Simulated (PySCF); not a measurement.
**Two-component Hartree-Fock for Cd (cadmium, neutral)**

Start: [Kr] 4d10 5s1 5p1; 5s1/2 filled at m_j = +1/2; 5p3/2 filled at m_j = +3/2. Calculated with PySCF 2.14 in x2c-TZVPall-2c (8s9p7d1f, 77 functions): generalised Hartree-Fock with the X2C-1e Hamiltonian and a Gaussian nucleus; one run each with spin-orbit coupling (SO) switched off, then screened by Boettger's factors. This is a chosen level, not necessarily the ground level.

```json
{"spinor shell": "1s1/2", "electrons": "2", "ε, spin-free (eV)": "-26847.7", "ε, screened SO (eV)": "-26845.5", "weight of nominal j (screened SO)": "1.000", "rms radius, screened SO (bohr)": "0.0348"}
{"spinor shell": "2s1/2", "electrons": "2", "ε, spin-free (eV)": "-4075.4", "ε, screened SO (eV)": "-4074.9", "weight of nominal j (screened SO)": "1.000", "rms radius, screened SO (bohr)": "0.142"}
{"spinor shell": "2p1/2", "electrons": "2", "ε, spin-free (eV)": "-3649.9", "ε, screened SO (eV)": "-3783.3", "weight of nominal j (screened SO)": "1.000", "rms radius, screened SO (bohr)": "0.124"}
{"spinor shell": "2p3/2", "electrons": "4", "ε, spin-free (eV)": "-3649.9", "ε, screened SO (eV)": "-3588.7", "weight of nominal j (screened SO)": "1.000", "rms radius, screened SO (bohr)": "0.128"}
{"spinor shell": "3s1/2", "electrons": "2", "ε, spin-free (eV)": "-798.85", "ε, screened SO (eV)": "-798.76", "weight of nominal j (screened SO)": "1.000", "rms radius, screened SO (bohr)": "0.381"}
{"spinor shell": "3p1/2", "electrons": "2", "ε, spin-free (eV)": "-655.80", "ε, screened SO (eV)": "-680.47", "weight of nominal j (screened SO)": "1.000", "rms radius, screened SO (bohr)": "0.375"}
{"spinor shell": "3p3/2", "electrons": "4", "ε, spin-free (eV)": "-655.80", "ε, screened SO (eV)": "-644.51", "weight of nominal j (screened SO)": "1.000", "rms radius, screened SO (bohr)": "0.386"}
{"spinor shell": "3d3/2", "electrons": "4", "ε, spin-free (eV)": "-432.52", "ε, screened SO (eV)": "-436.82", "weight of nominal j (screened SO)": "1.000", "rms radius, screened SO (bohr)": "0.362"}
{"spinor shell": "3d5/2", "electrons": "6", "ε, spin-free (eV)": "-432.52", "ε, screened SO (eV)": "-429.61", "weight of nominal j (screened SO)": "1.000", "rms radius, screened SO (bohr)": "0.365"}
{"spinor shell": "4s1/2", "electrons": "2", "ε, spin-free (eV)": "-130.50", "ε, screened SO (eV)": "-130.54", "weight of nominal j (screened SO)": "1.000", "rms radius, screened SO (bohr)": "0.943"}
{"spinor shell": "4p1/2", "electrons": "2", "ε, spin-free (eV)": "-86.303", "ε, screened SO (eV)": "-90.580", "weight of nominal j (screened SO)": "1.000", "rms radius, screened SO (bohr)": "1.01"}
{"spinor shell": "4p3/2", "electrons": "4", "ε, spin-free (eV)": "-86.303", "ε, screened SO (eV)": "-84.423", "weight of nominal j (screened SO)": "1.000", "rms radius, screened SO (bohr)": "1.04"}
{"spinor shell": "4d3/2", "electrons": "4", "ε, spin-free (eV)": "-21.098", "ε, screened SO (eV)": "-21.648", "weight of nominal j (screened SO)": "0.990", "rms radius, screened SO (bohr)": "1.37"}
{"spinor shell": "4d5/2", "electrons": "6", "ε, spin-free (eV)": "-21.098", "ε, screened SO (eV)": "-20.822", "weight of nominal j (screened SO)": "0.993", "rms radius, screened SO (bohr)": "1.39"}
{"spinor shell": "5s1/2", "electrons": "1", "ε, spin-free (eV)": "-10.184", "ε, screened SO (eV)": "-10.203", "weight of nominal j (screened SO)": "0.999", "rms radius, screened SO (bohr)": "3.21"}
{"spinor shell": "5p3/2", "electrons": "1", "ε, spin-free (eV)": "-4.934", "ε, screened SO (eV)": "-4.870", "weight of nominal j (screened SO)": "1.000", "rms radius, screened SO (bohr)": "4.26"}
```

```json
{"quantity": "E (hartree)", "spin-free": "-5590.68131", "screened SO": "-5591.80373"}
{"quantity": "M_J", "spin-free": "2", "screened SO": "2"}
{"quantity": "⟨J²⟩", "spin-free": "6.011", "screened SO": "6.011"}
{"quantity": "⟨L²⟩", "spin-free": "2.008", "screened SO": "2.024"}
{"quantity": "⟨S²⟩", "spin-free": "2.003", "screened SO": "2.020"}
```

Breit and QED terms are absent; they matter most for the inner s and p1/2 levels.

Densities and radii are taken from the X2C orbitals without a picture-change correction, which distorts them close to the nucleus.

Without spin-orbit coupling the j labels of p, d and f shells carry no meaning; the spin-free column gives the mean over the occupied spinors of each nl shell.
